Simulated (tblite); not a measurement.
Task: What does the GFN2-xTB structure of `C=CC[C@]1(C)C[SiH2]O[SiH2]1` look like in three dimensions?

Result: 
```xyz
23
C6H14OSi2 angstrom
C      3.0615    0.7613    1.1732
C      2.2459    0.0005    0.4675
C      0.9340   -0.5213    0.9521
C     -0.2328   -0.0492    0.0700
C     -0.3038    1.4791    0.1169
C     -1.5652   -0.6205    0.6000
Si    -2.8013   -0.6780   -0.8497
O     -1.7156   -0.7701   -2.0792
Si    -0.1175   -0.6266   -1.7606
H      3.9992    1.1161    0.7803
H      2.8263    1.0588    2.1824
H      2.5004   -0.2825   -0.5467
H      0.9677   -1.6156    0.9375
H      0.7702   -0.2024    1.9858
H      0.6139    1.9209   -0.2667
H     -1.1382    1.8398   -0.4818
H     -0.4442    1.8274    1.1409
H     -1.9073   -0.0488    1.4638
H     -1.4014   -1.6417    0.9547
H     -3.6012   -1.8952   -0.9144
H     -3.5735    0.5455   -1.0478
H      0.3964    0.3795   -2.6801
H      0.4819   -1.9500   -1.9152
```

Any rigid rotation of these coordinates is as good. Atoms count from 1 in this order. The 5-membered ring C4–C6–Si7–O8–Si9 has internal angles of 98.2° to 119.7°; it is puckered, 0.15 Å rms from its mean plane, widest ring torsion 32°. Of the pairs four or more bonds apart, Si9···H12 is among the closest relative to their van der Waals radii: 2.91 Å, 88 % of the sum of Bondi's values. The 5 C–C bonds span 1.320 Å (C1=C2, drawn double) to 1.544 Å (C4–C6, drawn single), a spread of 0.224 Å. Si9 (oxygen-bound silicon) is distorted tetrahedral (angles from 98.8° to 114.5°).

Bonds between heavy atoms (Å): C1=C2 1.320, C2–C3 1.493, C3–C4 1.537, C4–C5 1.531, C4–C6 1.544, C6–Si7 1.906, Si7–O8 1.643, O8–Si9 1.636, C4–Si9 1.923.

Structure optimised with GFN2-xTB, isolated species.

Point group: C1 (no symmetry element, even within 0.4 Å). Its GFN2-xTB frequencies are all real (lowest 62 cm⁻¹). The numbers are those of one conformer (C1–C2–C3–C4 120°, C2–C3–C4–C5 -61°, C3–C4–C6–Si7 -156°, C4–C6–Si7–O8 25°, C6–Si7–O8–Si9 -6°, Si7–O8–Si9–C4 -10°). 3 starts were optimised and ended at 0.00, 1.14 and 1.17 kcal/mol (GFN2-xTB); the lowest of these is shown.

All values are computed, not measured.
